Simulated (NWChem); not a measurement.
Species: MoO4 (charge -2); SMILES [O]=[Mo-2](=[O])(=[O])=[O]

```xyz
5

Mo     0.0000     0.0000     0.0000
O      1.6952     0.1609     0.5323
O     -0.0823     0.1486    -1.7760
O     -0.6293    -1.5949     0.4932
O     -0.9836     1.2855     0.7505
```
Atoms are numbered in this order, from 1.

Program: NWChem. Sets without diffuse functions describe the anion's extra electron poorly. The geometry was optimised at B3LYP/def2-SVPD. No frequency run checked for a minimum. The highest occupied level is positive in some or all of these runs, so the extra electron may be held by the finite basis. def2 effective core potentials on Mo; no spin-orbit coupling. Total energies compare along this basis series because the functional is fixed.

```
level           basis functions  energy (Ha)  highest occupied level (eV)  orbital gap (eV)
--------------  ---------------  -----------  ---------------------------  ----------------
PBE/def2-SVP                 87    -368.7295                         4.89              3.70
PBE/def2-SVPD               126    -368.7972                         3.71              3.45
PBE/def2-TZVP               164    -369.1389                         4.30              3.98
PBE/def2-TZVPD              200    -369.1576                         3.77              2.99
PBE/def2-TZVPP              180    -369.1445                         4.31              3.87
```
